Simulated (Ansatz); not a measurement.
A search over several starts for the lowest SCF solution of the cluster Si3O4⁻ at the given spin, in a small basis.

```yaml
crystal:
  periodic: [false, false, false]
  atoms:
    - {symbol: Si, position_ang: [-0.791884, -0.860098, -1.793354]}
    - {symbol: Si, position_ang: [-1.245875, -0.750290, 0.533349]}
    - {symbol: Si, position_ang: [1.149053, 0.764910, -0.086546]}
    - {symbol: O, position_ang: [0.660042, 0.174397, -1.523711]}
    - {symbol: O, position_ang: [0.085730, 0.247763, 1.054453]}
    - {symbol: O, position_ang: [-2.240238, -1.227596, 1.636565]}
    - {symbol: O, position_ang: [2.383172, 1.650905, 0.179245]}
basis:
  gaussian: {orbitals: def2-SVP, initial_orbitals: start.molden}
total_charge: -1
magnetization: {spin_polarized: true, initial_magnetization: 1}
hamiltonian: {xc: pbe, dispersion: d4}
output: {orbitals: {seedname: orbitals}}
```

The file start.molden holds the orbitals of an earlier run on this structure, at another level or in another basis.

```sh
$ ansatz run in.yaml --threads 4 --pin off --events-out ev --progress --plain --max-ram 4787MiB
```

Output, abridged:

```
Functional definition: PBE
1160 factors; their error is unknown
mean field evaluation 1: about -31672.9975 eV, gradient 2.5e2 eV
mean field evaluation 2: about -31724.7694 eV, gradient 6.7e1 eV
mean field evaluation 4: about -31784.4778 eV, gradient 1.6e1 eV
mean field evaluation 8: about -31792.5016 eV, gradient 8.1e-3 eV
mean field evaluation 16: about -31776.3658 eV, gradient 5.7e1 eV
mean field evaluation 32: about -31792.4001 eV, gradient 4.1e-4 eV
mean field -31792.40006813 eV, -1168.3491528410 hartree, gradient 1.4e-5 eV, S^2 0.753474; 1 other end points of the search recorded, 0 dependent functions left out
reference -31792.40010258 eV, -1168.3491541069 hartree; 38, 37 occupied and 72, 73 virtual orbitals, 1160 factors
Total energy: -31792.75048522 eV, -1168.3620304317 hartree
```

Run time 2.7 s (4 threads of Arm Neoverse V2 on a shared host).

The structure comes from a short search, and lower isomers may exist.
